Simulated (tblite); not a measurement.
Compound: C6H11Ge (doublet state).
Structure used (GFN2-xTB), in Å, numbered top down from 1:
```xyz
18
C6H11Ge angstrom
C      2.0835   -0.4198    0.3960
C      1.9578    0.7631   -0.5630
Ge     0.2018   -0.0850   -1.2001
C     -1.1478    0.4921    0.1943
C     -2.4389    1.1563   -0.1821
C     -2.4476   -0.2453    0.3269
C      1.2951   -1.5516   -0.2593
H      1.6345   -0.1670    1.3565
H      3.1292   -0.6960    0.5665
H      1.9409    1.7402   -0.0884
H      2.7350    0.7493   -1.3228
H     -0.6963    0.8397    1.1182
H     -2.8219    1.9388    0.4574
H     -2.6463    1.3166   -1.2310
H     -2.8403   -0.4329    1.3161
H     -2.6581   -1.0380   -0.3780
H      0.8014   -2.2300    0.4308
H      1.9093   -2.1241   -0.9498
```

Computed with GFN2-xTB (tblite): harmonic, unscaled wavenumbers at the GFN2-xTB geometry, gas phase. Errors from tens to a few hundred cm⁻¹ against measured bands are possible. One conformer, not necessarily the lowest. Open shells enter through the occupations alone, without spin polarisation, and single modes of such species can be off by tens of per cent. The optimisation stopped once no atom felt more than 0.01 eV/Å.

Lowest wavenumbers of the output (negative numbers stand for imaginary wavenumbers):
```
mode    cm-1
  1     -27.1
  2      99.2
  3     105.0
  4     181.9
  5     208.2
  6     243.3
  7     381.9
  8     461.6
  9     480.2
 10     577.0
```

Question: Is this structure a minimum?

Answer: Not by this Hessian. 1 mode is imaginary beyond 20i (27i cm⁻¹), so at this level the point lies at or near a first-order saddle. The curvature is small, so loose convergence or finite differences may be the whole cause.

Question: Which atoms move in the imaginary mode?

Answer: 27i: C6 (carbon bonded to 2 C and 2 H) 22 %, C5 (carbon bonded to 2 C and 2 H) 17 %. These are shares of the mass-weighted motion.

Question: What is the remedy?

Answer: Step along that mode in both directions, optimise again with tighter thresholds and repeat the frequencies. The zero-point energy of this point (93.7 kcal/mol) counts the 47 real modes alone, and thermal corrections from it aren't those of a minimum.

Hardware: one thread, Arm Neoverse V1 (aarch64), shared host with 32 logical CPUs at a one-minute load of 21. Cost: 0.65 s. This covers the Hessian and the dipole derivatives.
